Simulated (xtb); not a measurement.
Input file for xtb: GFN1-xTB on ZrO+, 2S+1 = 2, a spin state set in the input, which need not be the lowest, a point of a bond scan (R = 1.604 Å). Charge +1.

```
$ xtb mol.xyz --gfn 1 --sp --chrg 1 --uhf 1
2

Zr     0.00000000     0.00000000     0.00000000
O      0.00000000     0.00000000     1.60383500
```

**Question.** Predict the final total energy.

**Answer.** -5.4752 hartree.
